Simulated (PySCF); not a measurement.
Species: C₄H₆ClSi (doublet state).
SMILES with atom numbers: `[CH2:1]=[CH:2]/[C:3]([Cl:4])=[C:5]/[SiH3:6]` (hydrogens: H7, H8 on C1; H9 on C2; H10, H11, H12 on Si6)

Geometry (GFN2-xTB, Å), atoms numbered from 1 in this order:
```xyz
12
C4H6ClSi angstrom
C     -2.571   -0.559   -0.804
C     -1.452    0.137   -0.653
C     -0.283   -0.287    0.092
Cl    -0.411   -1.921    0.849
C      0.819    0.369    0.266
Si     2.515    0.648    0.914
H     -2.699   -1.533   -0.366
H     -3.397   -0.169   -1.374
H     -1.342    1.116   -1.100
H      2.421    1.740    1.884
H      3.049   -0.559    1.556
H      3.352    1.016   -0.229
```

The hyperfine couplings belong to this conformer and change with its torsions.

Method: UKS B3LYP, pcH-1 on C Cl H Si, non-relativistic, mean-field spin-orbit, GIAO in PySCF 2.14.0. One conformer (not necessarily the lowest) at the GFN2-xTB geometry, without solvent, vibrations or thermal averaging. Couplings are sensitive to structure, and on GFN2-xTB geometries they can be far from those on DFT ones. No stability test was run, so a lower SCF solution isn't excluded.

(1) The isotropic 1H couplings, averaged over equivalent nuclei, are +38.7, +5.4, -3.1, +2.2 MHz. Assign them to H7; H8; H9; H10/H11/H12.

Results:

(1) 
| site | a_iso (MHz) | ρ(0) (bohr⁻³) | position | distance from C5 (Å) | bound to | spin population there | largest \|T\| (MHz) |
| --- | --- | --- | --- | --- | --- | --- | --- |
| H7 | +2.2 | +0.0005 | 4 bonds from C5 | 4.05 | C1 | -0.04 | 3.4 |
| H8 | +5.4 | +0.0012 | 4 bonds from C5 | 4.56 | C1 | -0.04 | 1.9 |
| H9 | -3.1 | -0.0007 | 3 bonds from C5 | 2.66 | C2 | +0.05 | 7.2 |
| H10/H11/H12 | +38.7 | +0.0087 | 2 bonds from C5 | 2.69 | Si6 | -0.03 | 5.7 |

ρ(0) is the spin density at the nucleus and T the dipolar tensor; a_iso includes a spin–orbit part; entries for several nuclei are means. The largest Mulliken spin populations are on C5 (+0.97), C3 (-0.14) and Cl4 (+0.13). C5 is the only atom above +0.15. The positive populations add up to 1.21 and the negative ones to -0.21, together 2S = 1.

Examples of negative spin density at the nucleus (bohr⁻³): Si6 (-0.0144).

Means are taken over nuclei equivalent by connectivity, which assumes that they swap fast. The three 1H nuclei of mean +38.7 MHz run from 6.4 to 93.3 MHz in the frozen geometry.
